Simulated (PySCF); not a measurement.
**Bi²⁺ (bismuth, charge +2) across methods**

[Xe] 4f14 5d10 6s2 7s1, 2S determinant (an excited configuration). Computed with PySCF 2.14 in aug-cc-pV5Z-PP with ECP60MDF, with scalar relativity through the core potential.

```
 method  E (hartree)  mean ε 6s α (eV)  mean ε 6s β (eV)  mean ε 7s α (eV)  Σ⟨r²⟩ (bohr²)   ⟨S²⟩
r2SCAN0    -213.3901           -34.835           -34.812           -12.514          57.83  0.750
   BLYP    -213.3454           -33.615           -33.558           -11.886          57.59  0.750
    PBE    -213.3910           -33.682           -33.545           -12.116          57.69  0.750
 r2SCAN    -213.4496           -33.688           -33.761           -12.121          57.63  0.750
   PBE0    -213.3611           -34.767           -34.588           -12.527          57.99  0.750
    UHF   -212.37047           -37.004           -36.650           -13.263          59.80  0.750
    LDA    -213.0568           -34.165           -34.039           -12.097          57.48  0.750
```

Estimate the same row for MN15.

E (hartree) = -212.9264; mean ε 6s α (eV) = -36.167; mean ε 6s β (eV) = -35.949; mean ε 7s α (eV) = -12.851; Σ⟨r²⟩ (bohr²) = 57.87; ⟨S²⟩ = 0.750.

Energies and moments cover only the electrons outside the core potential. Spin-orbit coupling, which splits the p, d and f shells strongly at this Z, is absent. The outer electron is Rydberg-like, and this basis confines it to a smaller radius and binds it less than a complete one would.
